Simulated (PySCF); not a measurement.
# InP: frontier orbitals

PBE0 at R = 2.652 Å; In def2-TZVPP with ECP28, P def2-TZVPP; scalar-relativistic core potentials (PySCF 2.14). State: ³Σ⁻ (triplet), unpaired electrons π ↑↑. Only the outer orbitals are listed, counted within each symmetry, core potentials removing the inner ones.

| spin | orbital | occ. | ε (eV) | on In (%) | main shells (%) |
| --- | --- | --- | --- | --- | --- |
| α | 7σ | 1 | -15.78 | 7 | 93 P s |
| α | 8σ | 1 | -9.54 | 76 | 75 In s, 18 P p |
| α | 4π | 1 | -6.81 | 7 | 92 P p |
| α | 4π | 1 | -6.81 | 7 | 92 P p |
| α | 9σ | 1 | -5.67 | 41 | 58 P p, 23 In p, 18 In s |
| α | 5π | 0 | -1.71 | 94 | 94 In p |
| α | 5π | 0 | -1.71 | 94 | 94 In p |
| α | 10σ | 0 | 0.16 | 94 | 89 In p, 10 P p |
| β | 7σ | 1 | -13.62 | 14 | 85 P s, 9 In s |
| β | 8σ | 1 | -9.21 | 75 | 74 In s, 15 P p, 10 P s |
| β | 9σ | 1 | -5.27 | 40 | 59 P p, 27 In p, 13 In s |
| β | 4π | 0 | -2.98 | 40 | 60 P p, 38 In p |
| β | 4π | 0 | -2.98 | 40 | 60 P p, 38 In p |
| β | 5π | 0 | -1.10 | 64 | 62 In p, 36 P p |

Which are the highest filled and the lowest empty level, where do they sit, and how wide is the gap?

Highest filled β 9σ at -5.27 eV (in %: 59 P p, 27 In p, 13 In s); lowest empty β 4π at -2.98 eV (in %: 60 P p, 38 In p); the gap at PBE0 is 2.29 eV.

```json
{
 "bond order (Mayer)": "1.00",
 "⟨S²⟩": "2.009",
 "charge on In (Mulliken, basis-dependent)": "0.35",
 "charge on In (Löwdin, basis-dependent)": "0.02",
 "dipole moment (positive dipole means In(−)P(+))": "-2.16 D",
 "polarisability along the bond": "113.9 bohr³",
 "polarisability across the bond": "60.8 bohr³"
}
```

Spin–orbit coupling is left out. The state is the lowest determinant that a PBE0 search found; another state may lie lower at other levels.
